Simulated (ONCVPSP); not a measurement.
**silicon (Si) ONCV: all-electron and pseudo phase curves**

* Element: silicon (Si)
* Generator: ONCVPSP 4.0.1
* Type: optimised norm-conserving Vanderbilt (ONCV)
* Functional: LDA (Perdew-Wang 92)
* Relativity: non-relativistic
* Frozen core: [Ne]
* Valence charge: 4
* Reference configuration: 3s2 3p0.5 (charge +1.5)
* Partial waves: 3s: rc 1.45 bohr, ncon 5, nbas 8, qcut 5.7 1/bohr, 3 projectors, debl 2.7 Ha; 3p: rc 1.65 bohr, ncon 4, nbas 7, qcut 6 1/bohr, 2 projectors, debl 0.5 Ha; d scattering state at 0.33 Ha: rc 1.30 bohr, ncon 3, nbas 7, qcut 6.8 1/bohr, 1 projector
* Local potential: polynomial inside 0.85 bohr (lpopt 3, dvloc0 2 Ha)
* Core correction: Teter function fitted to the true core (icmod 2), fcfact 0.7

In the p channel the program set the typed energies aside and used -0.591, 0.250 Ha.

The phase is arctan(r·R′/R) of the radial function R(r), unwrapped; energies in Ha, scanned from -2 to 5 Ha. A pole is an energy at which the radial function vanishes at the test radius. The pseudo phase is shifted by a multiple of π to meet the all-electron one at the reference energy, and phase errors are pseudo minus all-electron; the curves can meet again beyond the range given. Levels narrower than the energy grid can be missing from the lists of poles.

| channel | radius (bohr) | reference energy (Ha) | poles, all-electron | poles, pseudo | unbroken range about the reference energy with phases within 0.05 rad | phase error 1 Ha above the reference energy (rad) |
| --- | --- | --- | --- | --- | --- | --- |
| s | 1.47 | -0.87 | 3.44 | 3.44 | the whole range | -0.000 |
| p | 1.67 | -0.59 | 2.19 | 2.08 | below 2.7 | -0.000 |
| d | 1.32 | 0.33 | 4.03 | 4.24 | the whole range | +0.002 |

Note: ghosts flagged at negative energy: s at -164.2 eV (a further GHOST(-) flag falls on a real empty level of the atom); GHOST(+) flagged for s at 311.9 eV. A true bound ghost makes a file unfit for plane-wave use.

Phases in the s channel:

| E (Ha) | all-electron | pseudo |
| --- | --- | --- |
| -1.98 | 0.686 | 0.686 |
| -1.80 | 0.573 | 0.573 |
| -1.62 | 0.435 | 0.435 |
| -1.44 | 0.270 | 0.270 |
| -1.26 | 0.080 | 0.080 |
| -1.08 | -0.126 | -0.126 |
| -0.90 | -0.331 | -0.331 |
| -0.72 | -0.521 | -0.521 |
| -0.54 | -0.685 | -0.685 |
| -0.36 | -0.823 | -0.823 |
| -0.18 | -0.935 | -0.935 |
| 0.00 | -1.028 | -1.028 |
| 0.18 | -1.103 | -1.103 |
| 0.36 | -1.166 | -1.166 |
| 0.54 | -1.219 | -1.219 |
| 0.72 | -1.264 | -1.264 |
| 0.90 | -1.302 | -1.302 |
| 1.08 | -1.335 | -1.335 |
| 1.26 | -1.365 | -1.365 |
| 1.44 | -1.391 | -1.391 |
| 1.62 | -1.414 | -1.414 |
| 1.80 | -1.435 | -1.435 |
| 1.98 | -1.455 | -1.455 |
| 2.16 | -1.472 | -1.472 |
| 2.34 | -1.489 | -1.489 |
| 2.52 | -1.504 | -1.504 |
| 2.70 | -1.518 | -1.518 |
| 2.88 | -1.532 | -1.532 |
| 3.06 | -1.545 | -1.545 |
| 3.24 | -1.557 | -1.557 |
| 3.42 | -1.569 | -1.569 |
| 3.60 | -1.581 | -1.581 |
| 3.78 | -1.593 | -1.593 |
| 3.96 | -1.604 | -1.604 |
| 4.14 | -1.615 | -1.615 |
| 4.32 | -1.627 | -1.627 |
| 4.50 | -1.638 | -1.638 |
| 4.68 | -1.650 | -1.650 |
| 4.86 | -1.662 | -1.662 |
